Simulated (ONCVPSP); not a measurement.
# Rh, ONCV: configuration errors across variants

| Property | Result |
| --- | --- |
| Element | rhodium (Rh) |
| Generator | ONCVPSP 4.0.1 |
| Type | optimised norm-conserving Vanderbilt (ONCV) |
| Functional | LDA (Perdew-Zunger) |
| Relativity | fully relativistic |
| Frozen core | [Ar] 3d10 |
| Valence charge | 17 |
| Reference configuration | 4s2 4p6 4d7 5s2 |
| Partial waves | 4s+5s: rc 1.30 bohr, ncon 4, nbas 7, qcut 8.7 1/bohr, 2 projectors; 4p: rc 1.70 bohr, ncon 5, nbas 8, qcut 9.6 1/bohr, 2 projectors, debl 2 Ha; 4d: rc 2.20 bohr, ncon 3, nbas 8, qcut 6 1/bohr, 2 projectors, debl 0.4 Ha |
| Local potential | polynomial inside 1.10 bohr (lpopt 3, dvloc0 3 Ha) |
| Core correction | Teter function, fcfact 3.25, rcfact 1.2 |

Open shells are filled in proportion to 2j + 1.

All-electron excitation energies from the reference (eV): (1) 4s2 4p6 4d8 5s1 -2.382; (2) 4s2 4p6 4d8 5s0 5.411; (3) 4s2 4p6 4d7 5s0 25.178; (4) 4s2 4p6 4d7 5s1 5p1 4.235.

3 further variants failed, have other tests or another functional or relativity, and are left out.

Errors AE − PS in meV (a dash: test not solved or not reliable):

| change | (1) | (2) | (3) | (4) | bound ghosts | GHOST(+) flags above zero |
| --- | --- | --- | --- | --- | --- | --- |
| base | +44 | +79 | +6.5 | +0.6 | none | s, d5/2, d3/2 |
| local potential polynomial inside 0.85 bohr (lpopt 5, dvloc0 1 Ha) | +37 | +62 | +4.4 | +0.4 | none | s, d5/2, d3/2 |
| d: nbas 7 | +43 | +77 | +6.5 | +0.6 | none | s, d5/2, d3/2 |
| s: qcut 8 | +44 | +78 | +6.0 | +0.5 | none | s, d5/2, d3/2 |

**Question.** Give the same row for: core correction Teter function, fcfact 2.3, rcfact 1.2.

**Answer.** +45, +79, +6.6, +0.6; bound ghosts: none; GHOST(+) flags above zero: s, d5/2, d3/2.
